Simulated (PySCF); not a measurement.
Electronic structure of Kr (krypton, neutral) at the UHF level

Configuration: [Kr], closed-shell 1S. Computed with PySCF 2.14 in aug-cc-pVTZ-DK (7s6p4d2f, 59 functions), with the spin-free X2C one-electron Hamiltonian (Gaussian nucleus).

| Quantity | Value |
| --- | --- |
| Total energy | -2788.173146 hartree |
| One-electron energy | -3876.5812 hartree |
| Hartree (Coulomb) energy | 1183.9563 hartree |
| Exchange energy | -95.5483 hartree |
| ⟨S²⟩ | 0.0000 |
| ⟨L²⟩ | 0.000 |
| Sum of ⟨r⟩ | 26.09 bohr |
| Sum of ⟨r²⟩ | 39.13 bohr² |
| Langevin diamagnetic susceptibility | -31.0 ×10⁻⁶ cm³/mol |

```tsv
shell	electrons	mean orbital energy (hartree)	rms radius, mean of both spins (bohr)
1s	2	-529.32339	0.0478
2s	2	-72.04721	0.199
2p	6	-63.51779	0.177
3s	2	-11.22042	0.565
3p	6	-8.41255	0.581
3d	10	-3.74857	0.612
4s	2	-1.18753	1.71
4p	6	-0.52332	2.10
```

Densities and radii are taken from the X2C orbitals without a picture-change correction, which distorts them close to the nucleus.

Spin-orbit constants ζ (cm⁻¹) from the X2C one-electron operator on these orbitals: bare nucleus, nucleus screened by l(l+1)(2l+1)/3 electrons, and screened by the Breit-Pauli mean field of the electrons.

```csv
shell,bare,screened nucleus,mean field
2p,297100,280500,273100
3p,43840,41410,40080
3d,5569,4022,3772
4p,3191,3014,2899
```
